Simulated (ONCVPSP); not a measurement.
## What one change does to a pseudopotential (Mo, ONCV)

| Quantity | Value |
| --- | --- |
| Element | molybdenum |
| Generator | ONCVPSP 4.0.1 |
| Type | optimised norm-conserving Vanderbilt (ONCV) |
| Functional | PBEsol |
| Relativity | scalar-relativistic |
| Frozen core | [Ar] 3d10 |
| Valence charge | 14 |
| Reference configuration | 4s2 4p6 4d5 5s1 |
| Partial waves | 4s+5s: rc 1.85 bohr, ncon 4, nbas 7, qcut 6.7 1/bohr, 2 projectors; 4p: rc 1.25 bohr, ncon 4, nbas 8, qcut 7.7 1/bohr, 2 projectors, debl 1.5 Ha; 4d: rc 2.60 bohr, ncon 3, nbas 8, qcut 7 1/bohr, 1 projector |
| Local potential | polynomial inside 0.95 bohr (lpopt 5, dvloc0 0 Ha) |
| Core correction | Teter function fitted to the true core (icmod 2), fcfact 0.7 |

Change: s: rc 2.44.

Cutoffs: the cutoffs (Ha) at which the residual kinetic energy of the hardest occupied pseudo-wave falls to 1 and 0.1 mHa per electron; they do not see the model core or the augmentation charge, which bear on the density cutoff. Errors are all-electron minus pseudo energies relative to the spin-unpolarised reference configuration.

Task: Predict the effect on cutoff, ghosts and configuration errors.

Result: The potential gets neither clearly harder nor softer (28 Ha and 98 Ha → 28 Ha and 98 Ha); the p channel sets the loose cutoff, while the largest relative change is in s, which becomes softer; the lowest positive-energy flag moves from s at 59.0 eV to s at 22.4 eV; of the 3 tests that both files solve, the error grows in 1 and shrinks in 0 by more than 15 % and 0.3 meV (median size 4.7 → 5.3 meV); neither file shows a bound ghost.

| quantity | base | changed |
| --- | --- | --- |
| cutoff, loose | 28 Ha | 28 Ha |
| cutoff, tight | 98 Ha | 98 Ha |
| loose cutoff by channel | s 15 Ha, p 28 Ha, d 14 Ha | s 6.3 Ha, p 28 Ha, d 14 Ha |
| bound ghosts | none | none |
| GHOST(+) flags under 300 eV | s at 59.0 eV | s at 22.4 eV |
| tests with a reliable result | 3 of 4 | 3 of 4 |
| error for 4s2 4p6 4d5 5s0, meV [ΔE 6.90 eV] | -0.8 | -1.7 |
| error for 4s2 4p6 4d4 5s0, meV [ΔE 22.36 eV] | -4.7 | -5.3 |
| error for 4s2 4p6 4d3 5s0, meV [ΔE 49.09 eV] | +22 | +22 |
| p: phases at 1.27 bohr within 0.05 rad from the reference energy up to (Ha; the scan ends near 5) | to the end of the scan | to the end of the scan |
| d: phases at 2.64 bohr within 0.05 rad from the reference energy up to (Ha; the scan ends near 5) | 0.8 | 0.8 |
| rms error of d²Exc/dni dnj with the model core, mHa | 1.21 | 1.82 |
